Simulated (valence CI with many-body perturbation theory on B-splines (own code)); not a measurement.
## In35+: electric-dipole lines

Method: configuration interaction combined with many-body perturbation theory (CI+MBPT): four valence electrons over a frozen Dirac-Fock core [Ne], a basis of 11 s, 11 p, 10 d, 8 f, 5 g, 2 h functions for each j, with the one-electron correlation potential Σ1, the two-electron term Σ2, the three-electron term Σ3, Breit, model QED; selected CI, second order for the rest, scaled by the run's own slope (own B-spline code, finite nucleus).

No measured spectrum was set against this ion. As an estimate, large intervals hold to a few tenths of a per cent, small ones and those within an open d or f shell to about a per cent. Among the levels kept, up to 690 cm⁻¹ of a level comes from second order outside the variational space, and about a tenth of that is noise between levels of different J, which matters for small intervals.

Lines 51 to 100 of 552 in falling wavelength, among levels below 520.62 eV, chosen from the strongest by gf and those to the six lowest levels. Wavelengths and rates use the calculated energies. Electric multipoles are in the length gauge, E1 and E2 with the static RPA response of the core. Weak lines are less certain than strong ones. Lines between different terms over intervals too small for the method are left out, as are lines whose strength nearly cancels. Where a level lies close to another of its J and parity, the split of strength between their lines is uncertain. The highest levels of a list are the least certain.

Levels are named by their leading jj configuration (3d3/2^4 stands for four electrons in 3d with j = 3/2), which in mixed levels can hold well under half, so a name can repeat and another be missing. Letters in brackets count levels of one name in rising energy.

```
λ vac (nm)                           Upper                           Lower   A (s⁻¹)  S (a.u.) with core polarisation  S without
     10.91       (3p1/2^2 3p3/2 3d5/2) J=2  (3s 3p1/2 3p3/2 3d5/2) J=1 [a]  8.65e+09                         2.78e-02   2.84e-02
     10.86       (3p1/2^2 3p3/2 3d5/2) J=4  (3s 3p1/2 3p3/2 3d5/2) J=3 [a]  5.90e+09                         3.36e-02   3.43e-02
     10.52       (3p1/2 3p3/2^2 3d5/2) J=5          (3s 3p3/2^2 3d5/2) J=5  1.22e+10                         7.72e-02   7.89e-02
     10.35       (3p1/2^2 3p3/2 3d3/2) J=1  (3s 3p1/2 3p3/2 3d3/2) J=2 [b]  2.59e+10                         4.25e-02   4.34e-02
     10.32  (3s 3p1/2 3d3/2 3d5/2) J=4 [e]          (3s 3p3/2^2 3d5/2) J=5  5.39e+09                         2.63e-02   2.69e-02
     10.20      (3s 3p1/2 3p3/2^2) J=2 [a]          (3s^2 3p1/2 3p3/2) J=2  9.72e+07                         2.55e-04   2.61e-04
     10.19       (3p1/2^2 3p3/2 3d5/2) J=4  (3s 3p1/2 3p3/2 3d5/2) J=4 [b]  1.67e+10                         7.87e-02   8.04e-02
     10.16  (3s 3p1/2 3d3/2 3d5/2) J=4 [b]  (3s 3p1/2 3p3/2 3d5/2) J=4 [c]  1.06e+10                         4.94e-02   5.04e-02
     10.07          (3s^2 3p1/2 3d3/2) J=2          (3s^2 3p1/2 3p3/2) J=2  2.27e+07                         5.72e-05   5.71e-05
     10.04  (3s 3p1/2 3p3/2 3d3/2) J=2 [b]          (3s 3p1/2 3p3/2^2) J=3  1.05e+10                         2.63e-02   2.69e-02
     9.863  (3s 3p1/2 3d3/2 3d5/2) J=4 [c]  (3s 3p1/2 3p3/2 3d5/2) J=3 [d]  9.26e+09                         3.95e-02   4.03e-02
     9.755   (3p1/2 3p3/2^2 3d5/2) J=4 [a]  (3s 3p1/2 3p3/2 3d5/2) J=3 [c]  8.54e+09                         3.52e-02   3.59e-02
     9.752      (3s 3p1/2 3p3/2^2) J=2 [a]          (3s^2 3p1/2 3p3/2) J=1  3.17e+09                         7.25e-03   7.42e-03
     9.632          (3s^2 3p1/2 3d3/2) J=2          (3s^2 3p1/2 3p3/2) J=1  8.44e+07                         1.86e-04   1.90e-04
     9.551          (3s^2 3p3/2 3d3/2) J=1              (3s^2 3p3/2^2) J=0  9.96e+08                         1.28e-03   1.32e-03
     9.509   (3p1/2 3p3/2^2 3d5/2) J=4 [b]  (3s 3p1/2 3p3/2 3d5/2) J=3 [d]  1.56e+10                         5.94e-02   6.06e-02
     9.479          (3s 3p1/2^2 3d3/2) J=1          (3s 3p1/2^2 3p3/2) J=2  1.38e+09                         1.74e-03   1.78e-03
     9.469          (3s 3p1/2 3p3/2^2) J=3          (3s^2 3p1/2 3p3/2) J=2  7.20e+08                         2.11e-03   2.17e-03
     9.370          (3s^2 3p3/2 3d5/2) J=2              (3s^2 3p3/2^2) J=2  1.93e+09                         3.92e-03   4.03e-03
     9.340       (3p1/2 3p3/2^2 3d3/2) J=3  (3s 3p1/2 3p3/2 3d5/2) J=2 [e]  9.04e+09                         2.55e-02   2.60e-02
     9.284          (3s 3p1/2^2 3d3/2) J=2          (3s 3p1/2^2 3p3/2) J=2  3.42e+09                         6.75e-03   6.89e-03
     9.245          (3s 3p3/2^2 3d5/2) J=5          (3s^2 3p3/2 3d5/2) J=4  4.05e+10                         1.74e-01   1.78e-01
     9.128          (3s 3p1/2 3d5/2^2) J=5  (3s 3p1/2 3p3/2 3d5/2) J=4 [c]  1.57e+10                         6.50e-02   6.63e-02
     9.091  (3s 3p1/2 3d3/2 3d5/2) J=4 [e]  (3s 3p1/2 3p3/2 3d5/2) J=3 [e]  9.24e+09                         3.08e-02   3.15e-02
     9.055  (3s 3p1/2 3p3/2 3d5/2) J=3 [d]      (3s 3p1/2 3p3/2^2) J=2 [b]  1.13e+10                         2.90e-02   2.96e-02
     8.964   (3p1/2 3p3/2^2 3d5/2) J=4 [b]  (3s 3p1/2 3p3/2 3d5/2) J=4 [c]  1.71e+10                         5.48e-02   5.60e-02
     8.962       (3p1/2^2 3p3/2 3d5/2) J=3  (3s 3p1/2 3p3/2 3d3/2) J=2 [b]  1.55e+10                         3.85e-02   3.92e-02
     8.938  (3s 3p1/2 3d3/2 3d5/2) J=4 [b]      (3s 3p1/2 3p3/2 3d5/2) J=5  7.75e+09                         2.46e-02   2.51e-02
     8.922   (3p1/2 3p3/2^2 3d5/2) J=4 [a]  (3s 3p1/2 3p3/2 3d5/2) J=3 [b]  1.05e+10                         3.32e-02   3.39e-02
     8.862  (3s 3p1/2 3d3/2 3d5/2) J=3 [e]  (3s 3p1/2 3p3/2 3d5/2) J=3 [c]  3.15e+10                         7.57e-02   7.74e-02
     8.843   (3p1/2 3p3/2^2 3d5/2) J=3 [b]  (3s 3p1/2 3p3/2 3d5/2) J=2 [d]  3.59e+10                         8.58e-02   8.76e-02
     8.803          (3s 3p3/2 3d5/2^2) J=4          (3s 3p3/2^2 3d3/2) J=4  2.01e+10                         6.08e-02   6.21e-02
     8.738          (3s 3p1/2 3d3/2^2) J=3  (3s 3p1/2 3p3/2 3d3/2) J=2 [a]  2.61e+10                         6.01e-02   6.14e-02
     8.730  (3s 3p3/2 3d3/2 3d5/2) J=3 [a]  (3s 3p1/2 3p3/2 3d5/2) J=2 [d]  1.22e+10                         2.80e-02   2.86e-02
     8.720   (3p1/2 3p3/2^2 3d5/2) J=2 [c]      (3s 3p3/2^2 3d3/2) J=1 [b]  2.53e+10                         4.15e-02   4.23e-02
     8.718  (3s 3p3/2 3d3/2 3d5/2) J=3 [d]          (3s 3p3/2^2 3d3/2) J=4  1.75e+10                         4.01e-02   4.10e-02
     8.715          (3s^2 3p3/2 3d3/2) J=1              (3s^2 3p3/2^2) J=2  2.97e+09                         2.91e-03   2.98e-03
     8.702          (3s^2 3p3/2 3d3/2) J=2              (3s^2 3p3/2^2) J=2  1.68e+09                         2.73e-03   2.80e-03
     8.694   (3p1/2 3p3/2^2 3d3/2) J=2 [b]  (3s 3p1/2 3p3/2 3d5/2) J=1 [b]  3.03e+10                         4.92e-02   5.02e-02
     8.694       (3p1/2^2 3p3/2 3d3/2) J=3          (3s 3p1/2^2 3d5/2) J=3  1.02e+10                         2.32e-02   2.37e-02
     8.685   (3p1/2 3p3/2^2 3d5/2) J=2 [b]  (3s 3p1/2 3p3/2 3d5/2) J=1 [c]  7.08e+10                         1.14e-01   1.17e-01
     8.680  (3s 3p1/2 3d3/2 3d5/2) J=3 [e]  (3s 3p1/2 3p3/2 3d5/2) J=4 [c]  2.41e+10                         5.44e-02   5.55e-02
     8.660              (3s^2 3d5/2^2) J=4          (3s^2 3p3/2 3d5/2) J=3  1.49e+10                         4.31e-02   4.39e-02
     8.650          (3s 3p3/2 3d3/2^2) J=3  (3s 3p1/2 3p3/2 3d5/2) J=2 [d]  1.23e+10                         2.76e-02   2.82e-02
     8.646          (3s^2 3p3/2 3d3/2) J=3              (3s^2 3p3/2^2) J=2  8.31e+09                         1.86e-02   1.89e-02
     8.640      (3s 3p3/2^2 3d3/2) J=3 [b]                (3s 3p3/2^3) J=2  1.17e+10                         2.61e-02   2.66e-02
     8.635   (3p1/2 3p3/2^2 3d5/2) J=2 [d]      (3s 3p3/2^2 3d3/2) J=1 [b]  2.45e+10                         3.90e-02   3.98e-02
     8.618      (3s 3p3/2^2 3d3/2) J=2 [b]          (3s^2 3p3/2 3d5/2) J=1  2.30e+10                         3.63e-02   3.71e-02
     8.607      (3s 3p1/2 3d5/2^2) J=1 [a]  (3s 3p1/2 3p3/2 3d3/2) J=0 [b]  3.19e+10                         3.01e-02   3.07e-02
     8.606          (3s 3p1/2 3d5/2^2) J=4  (3s 3p1/2 3p3/2 3d5/2) J=3 [e]  9.24e+10                         2.62e-01   2.67e-01
```
